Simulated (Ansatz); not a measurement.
`C=C[SiH](F)S[SiH2]Cl`, relaxed with RKS PBE0-D4/def2-TZVP in Ansatz 0.2.0 from a GFN2-xTB geometry. The force threshold is 0.005 eV/Å; the program also tests the step.

Total charge 0; spin multiplicity 1.

Start:

```xyz
13

C    -1.645    1.399    0.232
C    -0.835    1.226   -0.803
Si   -0.249   -0.439   -1.432
F     1.238   -0.201   -2.019
S    -0.112   -1.904    0.139
Si    1.545   -1.225    1.329
Cl    1.126    0.514    2.249
H    -1.955    2.377    0.566
H    -2.029    0.564    0.796
H    -0.475    2.099   -1.335
H    -0.994   -1.081   -2.491
H     1.686   -2.293    2.299
H     2.700   -1.037    0.470
```

| step | energy (eV) | largest force (eV/Å) | largest move (Å) |
| --- | --- | --- | --- |
| 1 | -43990.0037 | 1.363 | 0.000 |
| 2 | -43990.0848 | 0.427 | 0.108 |
| 3 | -43990.1042 | 0.322 | 0.046 |
| 4 | -43990.1114 | 0.267 | 0.132 |
| 5 | -43990.1201 | 0.156 | 0.057 |
| 6 | -43990.1230 | 0.090 | 0.022 |
| 7 | -43990.1251 | 0.065 | 0.045 |
| 8 | -43990.1274 | 0.098 | 0.094 |
| 9 (rejected) | -43990.1264 | 0.313 | 0.025 |
| 10 | -43990.1282 | 0.073 | 0.012 |
| 11 | -43990.1289 | 0.046 | 0.038 |
| 13 | -43990.1293 | 0.011 | 0.034 |
| 15 | -43990.1297 | 0.035 | 0.022 |
| 17 (rejected) | -43990.1301 | 0.199 | 0.199 |
| 19 | -43990.1309 | 0.024 | 0.030 |
| 21 | -43990.1331 | 0.169 | 0.146 |
| 23 | -43990.1386 | 0.095 | 0.056 |
| 25 | -43990.1482 | 0.235 | 0.194 |
| 27 | -43990.1553 | 0.049 | 0.063 |
| 29 | -43990.1576 | 0.047 | 0.044 |
| 31 | -43990.1579 | 0.015 | 0.006 |
| 33 | -43990.1580 | 0.010 | 0.009 |
| 35 | -43990.1580 | 0.005 | 0.006 |

End:

```xyz
13

C    -1.293    1.428    0.227
C    -0.660    1.136   -0.906
Si   -0.267   -0.581   -1.456
F     1.146   -0.534   -2.204
S    -0.212   -1.975    0.153
Si    1.302   -1.062    1.341
Cl    0.513   -0.177    3.019
H    -1.534    2.450    0.503
H    -1.593    0.658    0.931
H    -0.380    1.951   -1.573
H    -1.244   -1.142   -2.415
H     2.209   -2.129    1.811
H     2.014   -0.023    0.568
```

Run time 60 s (2 threads of an AMD EPYC 7R13 on a shared host and a share of an NVIDIA H100 80 GB); peak host memory 0.99 GiB.
